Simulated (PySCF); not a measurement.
The vertical singlet excitations below were computed for one of the candidates. Method: PySCF, TDDFT CAM-B3LYP/def2-SVPD, vertical, gas phase, core orbitals frozen in the response. Geometries: GFN2-xTB, one conformer each.

```tsv
state	λ (nm)	f
S1	216.3	0.030
S2	205.2	0.012
S3	192.3	0.013
S4	181.7	0.090
S5	172.2	0.079
S6	169.2	0.021
S7	166.3	0.014
S8	163.7	0.012
```

Triplets computed (Tamm–Dancoff): 5.30, 5.64, 5.95 eV.

Question: Which structure fits? All have the formula C2H10SSi2.
A. `C[SiH2][Si@H](C)S`
B. `[SiH3]CC[SiH2]S`
C. `C[SiH2]SC[SiH3]`
D. `C[C@H]([SiH3])[SiH2]S`

Answer: A. Its S1 lies at 5.73 eV; the nearest of the others has S1 at 6.07 eV. S1 is HOMO→LUMO (80%), HOMO→LUMO+1 (12%). Löwdin shares by element: HOMO sulfur 64%, silicon 19%, hydrogen 6% or more; LUMO silicon 38%, sulfur 16%, carbon 11% or more (atoms not listed hold the other 34%). At the same level the other candidates give, for their lowest levels:
- `C[C@H]([SiH3])[SiH2]S`: 203 nm (f 0.017); 193 nm (f 0.015); 177 nm (f 0.013); 168 nm (f 0.026); 163 nm (f 0.016); T1 5.70 eV; HOMO -8.59, LUMO 0.78 eV
- `C[SiH2]SC[SiH3]`: 233 nm (f 0.001); 205 nm (f 0.027); 191 nm (f 0.003); 184 nm (f 0.005); 175 nm (f 0.023); T1 4.96 eV; HOMO -7.88, LUMO 0.76 eV
- `[SiH3]CC[SiH2]S`: 204 nm (f 0.017); 193 nm (f 0.015); 178 nm (f 0.016); 168 nm (f 0.004); 166 nm (f 0.040); T1 5.65 eV; HOMO -8.55, LUMO 0.79 eV

Shape of the structure used: `[CH3:1][SiH2:2][Si@H:3]([CH3:4])[SH:5]`: C1–Si2–Si3–C4 -57°, H–S5–Si3–Si2 61°.

Without π bonds the low states are Rydberg-like; a valence basis with one diffuse set may place them up to an eV too high.
